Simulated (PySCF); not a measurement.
Isomers of C3H16N2Si3, one GFN2-xTB conformer each. Single-point energies are computed at PBE0/pcSseg-1 (PySCF, gas phase, no added dispersion term), electronic only.

**Question.** Rank them by PBE0/pcSseg-1 energy, lowest first (kJ/mol).
A. `[CH3:1][C@@H:2]([SiH3:3])[Si:4]([NH2:5])([NH2:6])[CH2:7][SiH3:8]` with C1–C2–Si4–N5 -59°, C2–Si4–N5–H -54° and 170°, C2–Si4–N6–H 72° and -64°, C2–Si4–C7–Si8 -57°
B. `[CH3:1][NH:2][Si@H:3]([CH2:4][SiH2:5][CH3:6])[SiH2:7][NH2:8]` with C1–N2–Si3–C4 -179°, N2–Si3–C4–Si5 167°, Si3–C4–Si5–C6 179°, N2–Si3–Si7–N8 -135°, Si3–Si7–N8–H -47° and 176°

**Answer.** A (0.0), B (63.4).

As drawn, the higher has an Si–Si bond, which the lower lacks. GFN2-xTB itself gives, in the same order: 0.0, 14.3. Both levels put the same isomer lowest.

**Question.** Which frontier levels, dipoles and rotational constants go with these structures?

**Answer.** 
```
                          SMILES  HOMO (eV, PBE0/pcSseg-1)  LUMO (eV)  dipole (D)       A, B, C (MHz)
C[C@@H]([SiH3])[Si](N)(N)C[SiH3]                     -7.07       0.55        0.86  1254, 852.0, 657.9
       CN[Si@H](C[SiH2]C)[SiH2]N                     -6.31      -0.29        1.09  1341, 639.0, 468.7
```
